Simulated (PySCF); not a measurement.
BrHSeTe, SMILES [Te](Br)[SeH].

The structure is a stationary point at PBE0-D3(BJ)/def2-SVP. This is a generated structure with no PubChem entry under its InChIKey; it may be hypothetical. The def2 effective core potentials stand for the cores of Te; spin–orbit coupling is left out. The values are those of a single conformer.

Two levels are set side by side: TDA-PBE/def2-SVPD (PySCF) and TDA-LC-ωPBE/def2-SVPD (PySCF). Vertical, same geometry. The lowest singlet is HOMO→LUMO 100 % with PBE and HOMO→LUMO 92 % with the other functional; states are paired by order. Differences are taken from unrounded values.

```json
[
 {"quantity": "lowest singlet excitation (eV)", "TDA-PBE": "2.32"},
 {"quantity": "lowest triplet excitation (TDA) (eV)", "TDA-PBE": "1.70"},
 {"quantity": "first bright state (f over 0.05) (eV)", "TDA-PBE": "4.78"},
 {"quantity": "its oscillator strength", "TDA-PBE": "0.10"}
]
```

Task: These are the TDA-PBE values. What does TDA-LC-ωPBE give? (Estimate from the structure and the level; the computed values follow.)

Result: 
```csv
quantity,TDA-LC-ωPBE,TDA-PBE minus TDA-LC-ωPBE
lowest singlet excitation (eV),2.65,-0.33
lowest triplet excitation (TDA) (eV),1.88,-0.18
first bright state (f over 0.05) (eV),6.30,-1.52
its oscillator strength,0.08,0.03
```

Functionals without exact exchange tend to place singlet excitations lower, as here. Differences between two approximate levels are no errors against the true value.

Rough cost on one machine, each run with all the roots and properties that it gave: TDA-LC-ωPBE against TDA-PBE about 2 times.
